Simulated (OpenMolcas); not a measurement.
O2+: CASPT2 settings compared

```
Program             : OpenMolcas
Basis               : ANO-RCC-VDZ [3s2p]
Scalar Hamiltonian  : X2C, point nucleus
Active space        : 4 electrons in 4 orbitals (2s 2p)
State averaging     : 2S+1 = 3 even, 3 roots; 2S+1 = 1 even, 6 roots kept (CI in the orbitals of an earlier block); 2S+1 = 5 odd, 1 root; 2S+1 = 3 odd, 8 roots kept (CI in the orbitals of an earlier block)
Spin-orbit coupling : RASSI with atomic mean-field integrals over the reference wave functions, term energies averaged over their components
```

Methods on the same reference wave functions:
A. CASSCF
B. SS-CASPT2, IPEA 0.15 Eh, no level shift (closed shells correlated: 1s)
C. SS-CASPT2, IPEA 0.1 Eh, real shift 0.1 Eh (closed shells correlated: 1s)
D. SS-CASPT2, IPEA 0.2 Eh, no level shift (closed shells correlated: 1s)

Energies in cm⁻¹ above 2s² 2p² ³P₀, the measured ground level; measured values from Moore, Selected Tables of Atomic Spectra, NSRDS-NBS 3, section 11.

```csv
Level,A,B,C,D,Measured
2s² 2p² ³P₀,0.0,0.0,0.0,0.0,0.0
2s² 2p² ³P₁,102,102,102,102,113
2s² 2p² ³P₂,300,300,300,300,
2s² 2p² ¹D₂,22276,22551,22562,22541,20273
2s² 2p² ¹S₀,40042,39348,39348,39353,43186
2s 2p³ ⁵S°₂,50073,51047,51055,51038,60325
2s 2p³ ³D°₂,123683,123712,123713,123712,
2s 2p³ ³D°₁,123683,123712,123714,123713,
2s 2p³ ³D°₃,123684,123713,123714,123714,
2s 2p³ ³P°₀,145802,144432,144426,144449,
2s 2p³ ³P°₁,145803,144433,144427,144450,
2s 2p³ ³P°₂,145804,144434,144428,144451,
```

Deviations, from unrounded energies. A percentage is the sum of absolute deviations over the sum of measured energies, with the sign that they share, or ± where signs differ.

| Against measurement | Levels | A | B | C | D |
| --- | --- | --- | --- | --- | --- |
| mean absolute deviation (cm-1) | 4 | 3900 | 3900 | 3900 | 3800 |
| fine structure of the ground term (%) | 1 | -10.2 | -10.1 | -10.1 | -10.1 |
| other terms of the ground configuration (%) | 2 | ±8.1 | ±9.6 | ±9.7 | ±9.6 |
| other configurations (%) | 1 | -17.0 | -15.4 | -15.4 | -15.4 |

A, B, C, D lie about equally close to measurement. The largest miss of D in the table is 2s 2p³ ⁵S°₂, by -9300 cm-1. The ranking rests on the paired levels alone, and a cruder setting can come out closer through cancelling errors.

Among B to D the level of the table that moves most is 2s 2p³ ³P°₀, by 23 cm-1 (lowest in C, highest in D).

The two smallest mean deviations differ by little beside CASPT2's spread within terms, so their order carries little weight.

From A to B the spin-free energies of the other terms of 2s² 2p² shown, above ³P, scale by factors of 0.98 to 1.01.

The lowest spin-free term lies below A's lowest term by 0.007 hartree in B, 0.007 hartree in C, 0.007 hartree in D.

Terms from blocks run as CI alone lack orbitals of their own. Measured partners are found by configuration, term and J. A level has none where our copy of the source lacks it or the pairing is in doubt (some pairs that miss far off the trend of their configuration count as doubtful), and it then counts in no deviation. Only configurations of the active space appear.

° marks odd parity.
